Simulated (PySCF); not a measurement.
PySCF input for In(Cl)2(OMe) (CH₃Cl₂InO), SMILES C[O][In]([Cl])[Cl], TDA-B3LYP/def2-SVPD. The structure is a stationary point at r2SCAN-D4/def2-SVP. The structure was generated by enumeration; whether it is a known compound was not checked. The def2 effective core potentials stand for the cores of In; spin–orbit coupling is left out. One conformer was computed; it need not be the lowest.

```python
import numpy as np
from pyscf import gto, scf, dft, tdscf

mol = gto.M(
    atom='''
    In   -0.02064654   -0.09247073    0.09005484
    Cl   -0.19241197   -1.06288805    2.19460109
    Cl    0.60517044    2.14933892   -0.16246297
    O    -0.45021834   -1.13475293   -1.54183752
    C    -0.28022188   -0.58629398   -2.83429661
    H     0.59915138   -1.03364741   -3.33367876
    H    -1.17215255   -0.82148930   -3.44196933
    H    -0.14913435    0.51232524   -2.84290737
    ''',
    basis='def2-SVPD',
    ecp={'In': 'def2-svp'},
    charge=0,
    spin=0,
    max_memory=1600,
    verbose=4,
)
mf = dft.RKS(mol, xc='b3lyp').density_fit(auxbasis='def2-universal-jkfit')
mf.grids.level = 3
mf.conv_tol = 1e-9
mf.max_cycle = 100
mf.kernel()
mf.grids = dft.Grids(mol).set(level=1).build(with_non0tab=True)  # coarser grid for the response kernel
td = tdscf.TDA(mf)
td.singlet = True
td.nstates = 10
td.conv_tol = 1e-4
td.positive_eig_threshold = 1e-6
td.kernel(x0=td.get_init_guess(mf, 15))
td.analyze()
tt = tdscf.TDA(mf)
tt.singlet = False
tt.nstates = 4
tt.conv_tol = 1e-4
tt.positive_eig_threshold = 1e-6
tt.kernel(x0=tt.get_init_guess(mf, 9))
tt.analyze(verbose=3)
```

Output:

```
PySCF version 2.14.0

[INPUT] verbose = 4
[INPUT] num. atoms = 8
[INPUT] num. electrons = 72
[INPUT] charge = 0
[INPUT] spin (= nelec alpha-beta = 2S) = 0
[INPUT] symmetry False subgroup None
[INPUT] Mole.unit = angstrom
[INPUT] Symbol           X                Y                Z      unit          X                Y                Z       unit  Magmom
[INPUT]  1 In    -0.020646540000  -0.092470730000   0.090054840000 AA   -0.039016306020  -0.174744354239   0.170178983792 Bohr   0.0
[INPUT]  2 Cl    -0.192411970000  -1.062888050000   2.194601090000 AA   -0.363605926388  -2.008567315573   4.147195012772 Bohr   0.0
[INPUT]  3 Cl     0.605170440000   2.149338920000  -0.162462970000 AA    1.143606390283   4.061661907668  -0.307010518683 Bohr   0.0
[INPUT]  4 O     -0.450218340000  -1.134752930000  -1.541837520000 AA   -0.850789358856  -2.144372256748  -2.913650641379 Bohr   0.0
[INPUT]  5 C     -0.280221880000  -0.586293980000  -2.834296610000 AA   -0.529542607311  -1.107935050681  -5.356044348683 Bohr   0.0
[INPUT]  6 H      0.599151380000  -1.033647410000  -3.333678760000 AA    1.132232015355  -1.953310514266  -6.299739843680 Bohr   0.0
[INPUT]  7 H     -1.172152550000  -0.821489300000  -3.441969330000 AA   -2.215047295711  -1.552389791261  -6.504379362853 Bohr   0.0
[INPUT]  8 H     -0.149134350000   0.512325240000  -2.842907370000 AA   -0.281823077265   0.968154390302  -5.372316326808 Bohr   0.0

nuclear repulsion = 384.703791757249
number of shells = 63
number of NR pGTOs = 250
number of NR cGTOs = 153
basis = def2-SVPD
ecp = {'In': 'def2-svp'}


[settings echo left out]
init E= -1204.25981363508
  HOMO = -0.617123542174362  LUMO = -0.592021455237888  gap/eV = 0.68306
cycle= 1 E= -1224.24773975871  delta_E=  -20  |g|= 2.25  |ddm|=   15
  HOMO = -0.00438831458794764  LUMO = 0.00514140418170263  gap/eV = 0.25932
cycle= 2 E= -1220.40433004055  delta_E= 3.84  |g|= 4.97  |ddm|=   22
  HOMO = -0.325841484909553  LUMO = -0.114011850851347  gap/eV = 5.76418
cycle= 3 E= -1225.45403474253  delta_E= -5.05  |g|= 0.421  |ddm|= 20.1
  HOMO = -0.237685400823331  LUMO = -0.112258239213503  gap/eV = 3.41305
cycle= 4 E= -1225.39700505495  delta_E= 0.057  |g|= 0.699  |ddm|= 1.32
  HOMO = -0.304153218735467  LUMO = -0.117197700560171  gap/eV = 5.08732
cycle= 5 E= -1225.50024026622  delta_E= -0.103  |g|= 0.111  |ddm|= 0.875
  HOMO = -0.294698534294511  LUMO = -0.119252286045239  gap/eV = 4.77414
cycle= 6 E= -1225.50330433964  delta_E= -0.00306  |g|= 0.019  |ddm|= 0.179
  HOMO = -0.296559314972526  LUMO = -0.119060978063713  gap/eV = 4.82998
cycle= 7 E= -1225.50339626315  delta_E= -9.19e-05  |g|= 0.0061  |ddm|= 0.0321
  HOMO = -0.296557120702115  LUMO = -0.119419499209313  gap/eV = 4.82016
cycle= 8 E= -1225.50340606837  delta_E= -9.81e-06  |g|= 0.00142  |ddm|= 0.0103
  HOMO = -0.296654962771085  LUMO = -0.119427877689965  gap/eV = 4.82259
cycle= 9 E= -1225.50340665092  delta_E= -5.83e-07  |g|= 0.000439  |ddm|= 0.00268
  HOMO = -0.296634631993555  LUMO = -0.11937410318029  gap/eV = 4.82350
cycle= 10 E= -1225.50340670659  delta_E= -5.57e-08  |g|= 0.000108  |ddm|= 0.000814
  HOMO = -0.296620333119557  LUMO = -0.119371750109411  gap/eV = 4.82318
cycle= 11 E= -1225.50340670961  delta_E= -3.02e-09  |g|= 4.61e-05  |ddm|= 0.000175
  HOMO = -0.296622162745989  LUMO = -0.119374854944659  gap/eV = 4.82314
cycle= 12 E= -1225.50340671019  delta_E= -5.87e-10  |g|= 6.61e-06  |ddm|= 7.04e-05
  HOMO = -0.296620601276355  LUMO = -0.119375133222122  gap/eV = 4.82309
Extra cycle  E= -1225.50340671018  delta_E= 1e-11  |g|= 9.2e-06  |ddm|= 1.86e-05
converged SCF energy = -1225.50340671018
tot grids = 38496
Overwritten attributes  positive_eig_threshold  of <class 'pyscf.tdscf.rks.TDA'>


******** <class 'pyscf.tdscf.rks.TDA'> for <class 'pyscf.df.df_jk.DFRKS'> ********
nstates = 10 singlet
deg_eia_thresh = 1.000e-03
wfnsym = None
conv_tol = 0.0001
eigh lindep = 1e-12
eigh level_shift = 0
eigh max_cycle = 100


Excitation energies (eV)
[3.72176997 4.5080315  4.79992808 4.83984933 4.98936845 5.23345485
 5.61012378 5.80733234 6.20523117 6.23067691]

** Singlet excitation energies and oscillator strengths **
Excited State   1:      3.72177 eV    333.13 nm  f=0.0039
      36 -> 37        0.70367
Excited State   2:      4.50803 eV    275.03 nm  f=0.0663
      35 -> 37        0.63718
      36 -> 38       -0.28649
Excited State   3:      4.79993 eV    258.30 nm  f=0.0174
      34 -> 37       -0.69599
Excited State   4:      4.83985 eV    256.17 nm  f=0.0002
      33 -> 37       -0.70416
Excited State   5:      4.98937 eV    248.50 nm  f=0.0067
      32 -> 37       -0.70433
Excited State   6:      5.23345 eV    236.91 nm  f=0.0301
      31 -> 37        0.69949
Excited State   7:      5.61012 eV    221.00 nm  f=0.0047
      35 -> 38       -0.69990
Excited State   8:      5.80733 eV    213.50 nm  f=0.1689
      29 -> 37       -0.10691
      35 -> 37       -0.25926
      36 -> 38       -0.62020
Excited State   9:      6.20523 eV    199.81 nm  f=0.0004
      34 -> 38       -0.69977
Excited State  10:      6.23068 eV    198.99 nm  f=0.0387
      30 -> 37        0.43609
      33 -> 38       -0.54109

** Transition electric dipole moments (AU) **
state          X           Y           Z        Dip. S.      Osc.
  1         0.1963     -0.0611      0.0324      0.0433      0.0039
  2         0.2129      0.4981      0.5537      0.6001      0.0663
  3         0.0440      0.2202     -0.3119      0.1477      0.0174
  4        -0.0259      0.0262     -0.0260      0.0020      0.0002
  5        -0.0570     -0.1467     -0.1728      0.0546      0.0067
  6         0.4640     -0.1369     -0.0259      0.2347      0.0301
  7        -0.1642      0.0656      0.0559      0.0344      0.0047
  8        -0.1881     -0.4898     -0.9547      1.1868      0.1689
  9         0.0190      0.0454     -0.0214      0.0029      0.0004
 10        -0.0462     -0.2452      0.4372      0.2534      0.0387

WARN: ECP detected. Skipping calculation of transition velocity and magnetic dipole moments, which have not yet been implemented.



******** <class 'pyscf.tdscf.rks.TDA'> for <class 'pyscf.df.df_jk.DFRKS'> ********
nstates = 4 triplet
deg_eia_thresh = 1.000e-03
wfnsym = None
conv_tol = 0.0001
eigh lindep = 1e-12
eigh level_shift = 0
eigh max_cycle = 100


Excitation energies (eV)
[3.37612142 3.69673884 4.42262837 4.52463046]

** Triplet excitation energies and oscillator strengths **
Excited State   1:      3.37612 eV    367.24 nm  f=0.0000
Excited State   2:      3.69674 eV    335.39 nm  f=0.0000
Excited State   3:      4.42263 eV    280.34 nm  f=0.0000
Excited State   4:      4.52463 eV    274.02 nm  f=0.0000
```

The calculation finished and met its thresholds.

Cost: roughly 2.1 core-minutes.
